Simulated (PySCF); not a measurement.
# [GdBr2]+ at several levels of theory

Computed with PySCF 2.14.0 (density fitting, no spin-orbit coupling) at the geometry relaxed with PBE0:

```xyz
3
[GdBr2]+ (singlet in the valence; each metal's 4f electrons, 7 of them, lie in its core potential, out of spins and levels)
Gd    0.0000    0.0000   -0.7886
Br    2.0780    0.0000    0.6787
Br   -2.0780    0.0000    0.6787
```

```
level                                     basis    state  HOMO (eV)  gap (eV)  charge on Gd1 (e)  population of f-type functions on Gd1 (polarisation alone where 4f lies in the core)  dipole about the centre of mass (D)  largest force component (eV/Å)
 PBE0    Gd lcecp-1-SVP with ECP53, Br def2-SVP  singlet     -12.91      5.05               1.27                                                                                  0.04                                 7.39                            0.03
 PBE0  Gd lcecp-1-TZVP with ECP53, Br def2-TZVP  singlet     -12.85      5.10               1.54                                                                                  0.04                                 7.26                            0.10
```

In the lcecp rows the 4f levels are missing from HOMO and gap, and the state counts the valence alone.

Charges are Mulliken's, which hang on the basis. The relaxation used the grid (50, 194), these runs (75, 302) or, all-electron (x2c bases, spin-free X2C Hamiltonian), (99, 590).

Task: A further run in the first row's basis gives HOMO (eV) -15.09, gap (eV) 9.25, charge on Gd1 (e) 1.33, population of f-type functions on Gd1 (polarisation alone where 4f lies in the core) 0.04, dipole about the centre of mass (D) 7.95, largest force component (eV/Å) 0.05. Which level was it?
A. PBE
B. wB97X

Result: B. The others give HOMO -11.73 eV (PBE).

In the first row's basis the gap widens with exact exchange: 3.2 eV for PBE (none); 5.1 eV for PBE0 (a fixed share); 9.2 eV for wB97X (rising or full at long range).

An lcecp potential fixes the number of 4f electrons, so in runs with it no electron can move into or out of that shell.
